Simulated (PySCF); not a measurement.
From one molecule to another.

First species: C6H8F2O.
SMILES with atom numbers: `[CH2:1]=[CH:2]/[CH:3]=[C:4](\[O:5][CH3:6])[CH:7]([F:8])[F:9]` (hydrogens: H10, H11 on C1; H12 on C2; H13 on C3; H14, H15, H16 on C6; H17 on C7)

Second species: C6H8F2O.
SMILES with atom numbers: `[CH3:1][C:2]#[C:3][CH2:4][CH2:5][O:6][CH:7]([F:8])[F:9]` (hydrogens: H10, H11, H12 on C1; H13, H14 on C4; H15, H16 on C5; H17 on C7)

Levels: PBE0/pcSseg-1 for dipole moment, HOMO energy, LUMO energy and HOMO–LUMO gap; GFN2-xTB for rotational constant A and rotational constant C. Geometries: GFN2-xTB. Each species is one conformer at its optimised geometry, gas phase, non-relativistic unless stated; the electronic structure was computed with PySCF and density fitting.

The conformers computed, where there is a choice (atom-mapped SMILES and torsion angles):
- `[CH2:1]=[CH:2]/[CH:3]=[C:4](\[O:5][CH3:6])[CH:7]([F:8])[F:9]`: C1–C2–C3–C4 -179°, C3–C4–O5–C6 -157°, C3–C4–C7–F8 101°
- `[CH3:1][C:2]#[C:3][CH2:4][CH2:5][O:6][CH:7]([F:8])[F:9]`: C3–C4–C5–O6 -177°, C4–C5–O6–C7 -76°, C5–O6–C7–F8 87°

**Question.** Which of the two has the higher rotational constant A, and by how much?

**Answer.** The second: 6.033 GHz against 2.164 GHz, a difference of 3.869 GHz.

**Question.** Which of the two has the higher HOMO energy, and by how much?

**Answer.** The first: -6.35 eV against -7.56 eV, a difference of 1.21 eV.

**Question.** Which has the higher rotational constant C?

**Answer.** The first: 0.791 GHz against 0.499 GHz, a difference of 0.292 GHz.

**Question.** Which of the two has the higher LUMO energy, and by how much?

**Answer.** The second: 1.12 eV against -0.96 eV, a difference of 2.08 eV.

**Question.** Which of the two has the higher dipole moment, and by how much?

**Answer.** The second: 3.62 D against 2.07 D, a difference of 1.55 D.

**Question.** Which has the higher HOMO–LUMO gap?

**Answer.** The second: 8.68 eV against 5.39 eV, a difference of 3.29 eV.

On the first: The dipole equals about 6.9 × 10⁻³⁰ C·m (1 D = 3.33564 × 10⁻³⁰ C·m). A dipole of 2.07 D is allowed in C1, and pure rotational transitions are dipole-allowed.

On the second: The dipole matches unit charges of opposite sign 0.75 Å apart (1 e·Å = 4.8032 D). A dipole of 3.62 D is allowed in C1, and pure rotational transitions are dipole-allowed. GFN2-xTB frequencies show an imaginary mode (26i cm⁻¹), so this geometry is no minimum at that level.
